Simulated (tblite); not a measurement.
Record of a relaxation.

Species: C4H11B2F3Si.
Numbering: `[BH2:1][Si:2]([BH2:3])([CH:4]([CH3:5])[CH3:6])[C:7]([F:8])([F:9])[F:10]` (hydrogens: H11, H12 on B1; H13, H14 on B3; H15 on C4; H16, H17, H18 on C5; H19, H20, H21 on C6)

Computed with GFN2-xTB (tblite), gas phase: L-BFGS steps from a force-field or distance-geometry start until the largest atomic force falls under 0.01 eV/Å. 9 of its 199 geometries are shown.

Step 0: E = -883.4987 eV, largest atomic force 2.351 eV/Å
```
atom  x, y, z in Å  |  force x, y, z in eV/Å
B1     -1.175   -1.352   -1.399   -1.402  -0.013  -1.062
Si2    -0.803    0.082   -0.172   -0.532  -2.176   0.712
B3     -1.904   -0.117    1.429   -0.363   0.415   0.443
C4      0.967    0.057    0.444   -0.048   1.460   1.756
C5      1.203   -1.198    1.258   -0.374  -0.628   0.506
C6      1.968    0.310   -0.630    1.845   0.223  -0.488
C7     -1.043    1.781   -0.919    0.998   0.846   0.012
F8     -0.707    2.680    0.099   -0.963  -0.153  -1.447
F9     -0.107    2.009   -1.919   -1.713   0.480   0.533
F10    -2.342    1.905   -1.335    1.386   0.919   0.030
H11    -1.289   -1.060   -2.546    0.256  -0.473   0.203
H12    -1.866   -2.257   -1.036    0.752   0.165  -0.187
H13    -2.764   -0.920    1.519    0.303   0.263   0.090
H14    -1.638    0.602    2.323   -0.263  -0.320   0.083
H15     1.041    0.915    1.170   -0.037  -0.532  -0.414
H16     1.834   -1.876    0.676   -0.258  -0.120   0.369
H17     0.204   -1.656    1.432    0.882  -0.142   0.188
H18     1.675   -1.006    2.245   -0.226  -0.149  -0.736
H19     1.520    0.380   -1.630    0.421  -0.023   0.352
H20     2.713   -0.525   -0.622   -0.403   0.818  -0.303
H21     2.505    1.264   -0.388   -0.261  -0.861  -0.640
```

Step 25: E = -884.5236 eV, largest atomic force 0.250 eV/Å
```
atom  x, y, z in Å  |  force x, y, z in eV/Å
B1     -1.289   -1.284   -1.558    0.112  -0.126  -0.079
Si2    -0.918    0.000   -0.126   -0.122  -0.158  -0.151
B3     -2.015    0.003    1.510   -0.022   0.006   0.071
C4      0.924   -0.011    0.482    0.181   0.062   0.108
C5      1.278   -1.270    1.286    0.023  -0.033   0.041
C6      1.996    0.262   -0.588    0.070   0.021  -0.042
C7     -1.085    1.825   -0.897    0.086   0.045   0.001
F8     -0.800    2.822   -0.033   -0.035  -0.004   0.096
F9     -0.290    2.044   -1.965   -0.022  -0.041  -0.094
F10    -2.351    2.062   -1.327    0.032  -0.042   0.032
H11    -1.224   -1.035   -2.701   -0.061  -0.041   0.070
H12    -1.553   -2.387   -1.253    0.017   0.101  -0.110
H13    -2.860   -0.787    1.671   -0.030   0.013   0.005
H14    -1.778    0.718    2.400   -0.045   0.058   0.054
H15     0.956    0.824    1.186    0.046   0.094   0.117
H16     1.738   -2.020    0.646   -0.115  -0.033  -0.024
H17     0.416   -1.730    1.768   -0.031   0.130  -0.020
H18     1.996   -1.017    2.066    0.022  -0.066  -0.049
H19     1.595    0.309   -1.597   -0.070  -0.014   0.012
H20     2.753   -0.519   -0.574   -0.005   0.009  -0.023
H21     2.500    1.206   -0.397   -0.032   0.020  -0.017
```

Step 50: E = -884.6449 eV, largest atomic force 0.099 eV/Å
```
atom  x, y, z in Å  |  force x, y, z in eV/Å
B1     -1.126   -1.280   -1.606    0.003  -0.020  -0.014
Si2    -0.896   -0.069   -0.077   -0.026   0.091  -0.028
B3     -2.086    0.078    1.494   -0.003  -0.015   0.018
C4      0.949   -0.017    0.541    0.051   0.008   0.006
C5      1.279   -1.309    1.288    0.013  -0.023  -0.014
C6      1.972    0.274   -0.575   -0.007  -0.011   0.012
C7     -1.097    1.756   -0.848    0.013  -0.003  -0.003
F8     -0.760    2.762   -0.013   -0.003  -0.013  -0.011
F9     -0.394    1.964   -1.983   -0.014   0.014   0.011
F10    -2.397    1.975   -1.182    0.024   0.014   0.010
H11    -1.206   -0.881   -2.703   -0.015  -0.022   0.006
H12    -1.183   -2.439   -1.464    0.011  -0.003   0.017
H13    -2.959   -0.672    1.696    0.001  -0.012  -0.009
H14    -1.929    0.932    2.278   -0.016  -0.016  -0.010
H15     1.014    0.792    1.276    0.024   0.016   0.010
H16     1.238   -2.173    0.628   -0.014   0.035  -0.028
H17     0.572   -1.471    2.101    0.019  -0.002  -0.014
H18     2.280   -1.260    1.715   -0.017   0.011  -0.007
H19     1.532    0.226   -1.569    0.022  -0.028   0.039
H20     2.792   -0.443   -0.544   -0.031   0.021   0.032
H21     2.396    1.270   -0.455   -0.037  -0.041  -0.026
```

Step 74: E = -884.7374 eV, largest atomic force 0.238 eV/Å
```
atom  x, y, z in Å  |  force x, y, z in eV/Å
B1     -1.071   -1.269   -1.513    0.041   0.142  -0.143
Si2    -0.878    0.037   -0.055   -0.012  -0.015   0.151
B3     -2.136    0.060    1.474   -0.098   0.039  -0.134
C4      0.968    0.010    0.555    0.025  -0.091   0.130
C5      1.218   -1.351    1.203   -0.010   0.020   0.058
C6      1.965    0.252   -0.577    0.011  -0.057  -0.010
C7     -1.042    1.866   -0.799    0.041   0.069  -0.116
F8     -0.603    2.854    0.007   -0.021  -0.029   0.091
F9     -0.389    2.042   -1.968    0.061  -0.032  -0.093
F10    -2.337    2.158   -1.071   -0.086   0.006   0.040
H11    -1.424   -0.976   -2.588   -0.049   0.002   0.009
H12    -0.792   -2.393   -1.354   -0.029  -0.011   0.061
H13    -2.871   -0.842    1.607    0.054   0.055   0.119
H14    -2.236    0.967    2.210    0.048  -0.116  -0.050
H15     1.134    0.771    1.323   -0.017   0.059  -0.033
H16     0.933   -2.149    0.529    0.014  -0.146  -0.056
H17     0.642   -1.451    2.117   -0.092  -0.033   0.046
H18     2.266   -1.487    1.456    0.102   0.070   0.008
H19     1.738   -0.397   -1.427    0.129   0.117   0.080
H20     2.977    0.024   -0.224   -0.146   0.125  -0.140
H21     1.930    1.291   -0.905    0.034  -0.176  -0.018
```

Step 99: E = -884.7880 eV, largest atomic force 0.047 eV/Å
```
atom  x, y, z in Å  |  force x, y, z in eV/Å
B1     -1.130   -1.225   -1.585   -0.002   0.006  -0.017
Si2    -0.890    0.013   -0.081   -0.004   0.012   0.003
B3     -2.112    0.067    1.467    0.031  -0.031   0.016
C4      0.951   -0.026    0.563   -0.020  -0.001   0.000
C5      1.238   -1.366    1.236   -0.024   0.012   0.009
C6      1.947    0.231   -0.566    0.039  -0.018  -0.012
C7     -1.021    1.859   -0.814    0.003  -0.015  -0.007
F8     -0.579    2.818    0.030   -0.017  -0.006  -0.026
F9     -0.360    2.056   -1.977   -0.003   0.008   0.011
F10    -2.316    2.167   -1.081    0.012   0.010   0.026
H11    -1.524   -0.891   -2.633   -0.006  -0.002   0.006
H12    -0.889   -2.362   -1.450   -0.005   0.006  -0.006
H13    -2.779   -0.852    1.740   -0.006  -0.022   0.006
H14    -2.175    0.997    2.171   -0.009   0.027  -0.014
H15     1.080    0.763    1.311   -0.005   0.006  -0.007
H16     1.162   -2.176    0.517    0.007  -0.037  -0.021
H17     0.532   -1.560    2.041   -0.005   0.017   0.013
H18     2.243   -1.382    1.657    0.003   0.029  -0.027
H19     1.874   -0.534   -1.337   -0.023  -0.013   0.017
H20     2.966    0.222   -0.179    0.004   0.017   0.014
H21     1.772    1.197   -1.031    0.031  -0.005   0.017
```

Step 124: E = -884.7998 eV, largest atomic force 0.064 eV/Å
```
atom  x, y, z in Å  |  force x, y, z in eV/Å
B1     -1.180   -1.181   -1.640    0.015   0.012  -0.012
Si2    -0.885    0.019   -0.119   -0.025   0.025   0.053
B3     -2.069    0.000    1.460   -0.035  -0.029  -0.043
C4      0.948   -0.016    0.542    0.023  -0.018   0.022
C5      1.202   -1.335    1.265   -0.013  -0.032   0.023
C6      1.992    0.191   -0.553    0.027  -0.008  -0.007
C7     -1.016    1.878   -0.805   -0.006   0.019  -0.029
F8     -0.515    2.821    0.024    0.013  -0.015   0.013
F9     -0.408    2.076   -1.997    0.013   0.006  -0.005
F10    -2.314    2.217   -1.002   -0.019   0.002  -0.011
H11    -1.695   -0.842   -2.633   -0.007   0.012   0.008
H12    -0.864   -2.304   -1.567    0.005  -0.032  -0.005
H13    -2.495   -1.004    1.884    0.046   0.029  -0.008
H14    -2.365    0.984    2.016   -0.001  -0.008   0.005
H15     1.061    0.801    1.264    0.015  -0.014   0.018
H16     1.065   -2.173    0.585    0.013  -0.008   0.007
H17     0.515   -1.460    2.099    0.021  -0.002   0.011
H18     2.222   -1.381    1.649   -0.037   0.040  -0.012
H19     1.991   -0.636   -1.259   -0.043  -0.022  -0.009
H20     2.986    0.252   -0.109   -0.002   0.007  -0.016
H21     1.814    1.109   -1.103   -0.003   0.035  -0.005
```

Step 148: E = -884.8102 eV, largest atomic force 0.022 eV/Å
```
atom  x, y, z in Å  |  force x, y, z in eV/Å
B1     -1.179   -1.132   -1.654    0.003  -0.005   0.008
Si2    -0.887    0.040   -0.106    0.017   0.002   0.005
B3     -2.079   -0.049    1.452   -0.016   0.000   0.013
C4      0.947   -0.011    0.555    0.011  -0.003  -0.002
C5      1.197   -1.315    1.308    0.011  -0.015  -0.002
C6      1.968    0.155   -0.570    0.010  -0.006  -0.017
C7     -0.991    1.896   -0.811   -0.001  -0.004   0.009
F8     -0.475    2.836    0.011   -0.014  -0.002   0.012
F9     -0.371    2.073   -2.002   -0.014   0.000   0.004
F10    -2.282    2.254   -1.020    0.012   0.012  -0.004
H11    -1.766   -0.781   -2.601    0.001   0.001   0.004
H12    -0.797   -2.237   -1.645    0.002  -0.005   0.000
H13    -2.240   -1.070    1.999   -0.005   0.010  -0.003
H14    -2.626    0.885    1.889   -0.009   0.002  -0.014
H15     1.087    0.819    1.257    0.005   0.007   0.007
H16     1.018   -2.171    0.661   -0.001  -0.005   0.011
H17     0.548   -1.398    2.176   -0.006  -0.001  -0.019
H18     2.230   -1.365    1.649    0.000   0.014   0.000
H19     1.897   -0.667   -1.279   -0.003   0.010  -0.012
H20     2.979    0.167   -0.165   -0.016   0.005   0.008
H21     1.812    1.087   -1.106    0.012  -0.017  -0.006
```

Step 173: E = -884.8152 eV, largest atomic force 0.052 eV/Å
```
atom  x, y, z in Å  |  force x, y, z in eV/Å
B1     -1.175   -1.123   -1.631    0.007   0.003   0.010
Si2    -0.875    0.046   -0.082    0.004   0.006   0.020
B3     -2.130   -0.037    1.427   -0.019   0.013   0.007
C4      0.970   -0.018    0.544   -0.012   0.012  -0.006
C5      1.230   -1.311    1.311   -0.016   0.008   0.001
C6      1.970    0.118   -0.605   -0.012   0.008   0.011
C7     -0.988    1.910   -0.768   -0.001  -0.005   0.004
F8     -0.506    2.839    0.088   -0.006  -0.003  -0.004
F9     -0.345    2.123   -1.940    0.000  -0.003   0.006
F10    -2.279    2.254   -0.997    0.006   0.009  -0.003
H11    -1.780   -0.774   -2.567   -0.002  -0.001  -0.004
H12    -0.774   -2.221   -1.633   -0.008  -0.004  -0.001
H13    -2.198   -1.005    2.079    0.001   0.001   0.005
H14    -2.846    0.845    1.705    0.033  -0.031  -0.025
H15     1.135    0.820    1.231   -0.005   0.003  -0.004
H16     1.088   -2.174    0.665    0.016  -0.004   0.008
H17     0.560   -1.406    2.161   -0.009   0.002   0.011
H18     2.254   -1.327    1.682    0.000  -0.028  -0.014
H19     1.867   -0.705   -1.308   -0.002   0.006  -0.001
H20     2.988    0.111   -0.218    0.021   0.000   0.005
H21     1.823    1.051   -1.143    0.005   0.007  -0.025
```

Step 198: E = -884.8166 eV, largest atomic force 0.007 eV/Å
```
atom  x, y, z in Å  |  force x, y, z in eV/Å
B1     -1.183   -1.115   -1.624   -0.002   0.000   0.001
Si2    -0.867    0.053   -0.076    0.002  -0.005  -0.002
B3     -2.141   -0.052    1.413    0.002   0.005  -0.002
C4      0.981   -0.013    0.537   -0.003   0.000   0.000
C5      1.232   -1.304    1.313    0.000  -0.001  -0.001
C6      1.978    0.107   -0.616   -0.003   0.002   0.005
C7     -0.983    1.920   -0.750    0.000   0.000  -0.002
F8     -0.514    2.842    0.122   -0.006   0.001   0.000
F9     -0.323    2.145   -1.909    0.004   0.000  -0.002
F10    -2.269    2.265   -0.994    0.000   0.001   0.002
H11    -1.792   -0.762   -2.556    0.002   0.004  -0.002
H12    -0.796   -2.218   -1.626   -0.002   0.001   0.005
H13    -2.132   -0.967    2.140    0.000  -0.006   0.003
H14    -2.954    0.766    1.594   -0.002   0.003  -0.001
H15     1.154    0.829    1.217    0.000  -0.001  -0.002
H16     1.062   -2.171    0.680   -0.001  -0.005  -0.002
H17     0.576   -1.376    2.176   -0.001   0.000   0.003
H18     2.261   -1.340    1.665    0.004   0.000  -0.001
H19     1.871   -0.725   -1.308    0.001   0.001   0.003
H20     2.997    0.101   -0.231    0.004   0.000  -0.003
H21     1.835    1.032   -1.167   -0.001   0.001  -0.002
```

**Question.** Summarise the path.

**Answer.** The energy falls by 127.16 kJ/mol from step 0 to step 198; nine tenths of that is first reached at step 65. It rises by more than 0.2 meV at step 32. The largest force goes from 2.351 to 0.007 eV/Å. Among the bonds Si2–C7 changes most, from 1.871 to 1.989 Å; the atoms move by 0.725 Å rms after alignment.

**Question.** Follow the three bonds and two angles with the largest change from start to end.

**Answer.** 
| step | E above end (kJ/mol) | largest force (eV/Å) | Si2–C7 (Å) | Si2–C4 (Å) | C7–F8 (Å) | F9–C7–F10 (°) | Si2–C7–F8 (°) |
| --- | --- | --- | --- | --- | --- | --- | --- |
| 0 | 127.16 | 2.351 | 1.871 | 1.874 | 1.399 | 113.9 | 105.2 |
| 9 | 38.44 | 0.249 | 1.972 | 1.949 | 1.350 | 105.9 | 111.5 |
| 17 | 33.16 | 0.225 | 1.997 | 1.944 | 1.351 | 105.1 | 113.4 |
| 26 | 27.48 | 0.317 | 1.988 | 1.941 | 1.349 | 105.6 | 114.1 |
| 34 | 19.53 | 0.135 | 1.990 | 1.951 | 1.351 | 105.2 | 113.9 |
| 43 | 17.28 | 0.081 | 1.985 | 1.947 | 1.349 | 105.3 | 114.3 |
| 52 | 16.38 | 0.070 | 1.988 | 1.948 | 1.350 | 105.4 | 114.5 |
| 60 | 13.92 | 0.116 | 1.993 | 1.947 | 1.350 | 105.5 | 113.5 |
| 69 | 11.38 | 0.253 | 1.995 | 1.940 | 1.351 | 106.0 | 115.0 |
| 77 | 5.74 | 0.169 | 1.989 | 1.946 | 1.351 | 105.1 | 114.3 |
| 86 | 3.38 | 0.071 | 1.987 | 1.947 | 1.351 | 105.1 | 114.2 |
| 95 | 2.89 | 0.046 | 1.988 | 1.948 | 1.350 | 105.3 | 114.4 |
| 103 | 2.50 | 0.042 | 1.989 | 1.950 | 1.351 | 105.4 | 113.6 |
| 112 | 2.16 | 0.034 | 1.988 | 1.950 | 1.351 | 105.3 | 114.1 |
| 121 | 1.78 | 0.048 | 1.987 | 1.949 | 1.351 | 105.3 | 114.9 |
| 129 | 1.31 | 0.055 | 1.986 | 1.952 | 1.351 | 105.4 | 113.8 |
| 138 | 0.84 | 0.062 | 1.989 | 1.950 | 1.351 | 105.5 | 114.2 |
| 146 | 0.64 | 0.029 | 1.988 | 1.951 | 1.351 | 105.4 | 114.5 |
| 155 | 0.45 | 0.033 | 1.989 | 1.950 | 1.352 | 105.3 | 114.5 |
| 164 | 0.28 | 0.021 | 1.987 | 1.950 | 1.352 | 105.4 | 114.1 |
| 172 | 0.15 | 0.031 | 1.988 | 1.950 | 1.352 | 105.4 | 113.9 |
| 181 | 0.05 | 0.010 | 1.990 | 1.949 | 1.352 | 105.4 | 113.8 |
| 189 | 0.03 | 0.015 | 1.988 | 1.949 | 1.352 | 105.4 | 113.8 |
| 198 | 0.00 | 0.007 | 1.989 | 1.948 | 1.352 | 105.4 | 113.7 |

What follows is the cost of the whole relaxation. Hardware: one thread, Arm Neoverse N1 (aarch64), no GPU (shared host). Cost: 3.4 s of wall time.
